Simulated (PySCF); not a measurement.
**A parent and its derivatives**

Theory: TDDFT CAM-B3LYP/def2-SVPD, vertical, gas phase, core orbitals frozen in the response (PySCF 2.14.0, density-fitted response routines). Geometries: GFN2-xTB; one conformer of each isolated species. Triplets are in the Tamm–Dancoff approximation.

Parent: `[SiH3][SiH2][SiH]([SiH3])[SiH3]`, with lowest singlet excitation energy 6.39 eV, HOMO energy -9.27 eV, HOMO–LUMO gap 9.41 eV, S1–T1 gap 0.82 eV, lowest triplet energy 5.58 eV, LUMO energy 0.14 eV. Its spectrum: 6.39 eV (f 0.190); 6.55 eV (f 0.139); 6.66 eV (f 0.133); 6.84 eV (f 0.004); 7.09 eV (f 0.299).

Shifts from the parent:

```csv
change,SMILES,Δ S1 (eV),Δ HOMO (eV),Δ gap (eV),Δ S1−T1 (eV),Δ T1 (eV),Δ LUMO (eV)
H on Si replaced by NH2,N[SiH2][Si@@H]([SiH3])[SiH2][SiH3],-0.60,+0.53,-0.53,-0.42,-0.18,0.00
H on Si replaced by Cl,[SiH3][SiH2][Si@@H]([SiH3])[SiH2]Cl,-0.36,-0.06,-0.18,-0.27,-0.09,-0.24
```

(1) Predict the same shifts for this change: H on Si replaced by CN (`N#C[SiH2][Si@@H]([SiH3])[SiH2][SiH3]`).

Results:

(1) Δ lowest singlet excitation energy -0.18 eV, Δ HOMO energy -0.36 eV, Δ HOMO–LUMO gap -0.12 eV, Δ S1–T1 gap -0.11 eV, Δ lowest triplet energy -0.07 eV, Δ LUMO energy -0.48 eV. Spectrum: 199 nm (f 0.096); 196 nm (f 0.195); 190 nm (f 0.103); 183 nm (f 0.019); 180 nm (f 0.248). S1 falls most with H on Si replaced by NH2 (-0.60 eV); all changes lower it. S1 is simply the lowest singlet of each species and needn't be the same kind of state throughout.

Lowest levels of each derivative:
- `N#C[SiH2][Si@@H]([SiH3])[SiH2][SiH3]`: 6.22 eV (f 0.096); 6.34 eV (f 0.195); 6.54 eV (f 0.103)
- `N[SiH2][Si@@H]([SiH3])[SiH2][SiH3]`: 5.79 eV (f 0.018); 6.32 eV (f 0.064); 6.45 eV (f 0.161)
- `[SiH3][SiH2][Si@@H]([SiH3])[SiH2]Cl`: 6.04 eV (f 0.005); 6.38 eV (f 0.237); 6.51 eV (f 0.035)

Without π bonds the low states are Rydberg-like; a valence basis with one diffuse set may place them up to an eV too high.
